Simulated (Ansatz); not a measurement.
Reaction (substitution at a C–C bond): `C#CCCCC` + `B[SeH]` → `B[Se]CC` + `C#CCC`

Isolated molecules relaxed with PBE0-D4/def2-TZVP in Ansatz; ΔE leaves out vibrations. CCSD(T)/CBS adds triple-zeta CCSD(T) − MP2 to the extrapolated MP2 energy (def2 sets, frozen cores). DFT in def2-TZVPP. B3LYP here is the variant with VWN-RPA as its local correlation; programs differ in this. For Se outer-core shells are correlated without core-valence functions, which leaves a few kJ/mol of doubt a bond. Scalar relativity is left out up to krypton. One conformer a species, not always the lowest.

**Question.** Is it downhill or uphill in electronic energy at CCSD(T)/CBS, and by how much? (An estimate is asked.)

**Answer.** Ansatz gave: Nearly level: ΔE = -2.7 kJ/mol.

**Question.** What do these levels give: PBE-D4, PBE0-D4, B2PLYP, PBE, PBE0, B3LYP, HF/def2-TZVPP, SCS-MP2/def2-TZVPP, CCSD/def2-TZVPP, MP2/def2-QZVPP, SCS-MP2/def2-QZVPP, CCSD/CBS(def2)? (Best estimate.)

**Answer.** Ansatz gave: PBE-D4 -6.6, PBE0-D4 -2.5, B2PLYP -4.8, PBE -6.9, PBE0 -2.9, B3LYP -4.8, HF/def2-TZVPP 3.3, SCS-MP2/def2-TZVPP -4.3, CCSD/def2-TZVPP -0.2, MP2/def2-QZVPP -5.6, SCS-MP2/def2-QZVPP -4.6, CCSD/CBS(def2) -0.8 kJ/mol.

Largest T1 diagnostic among the species: 0.013.

In def2-TZVPP, CCSD(T) changes the Hartree–Fock value by −5.4 kJ/mol (the triples alone add −1.9 kJ/mol) and MP2 by −8.6 kJ/mol. From PBE to PBE0 (25 % exact exchange), in def2-TZVPP and without D4, ΔE moves by +4.0 kJ/mol.
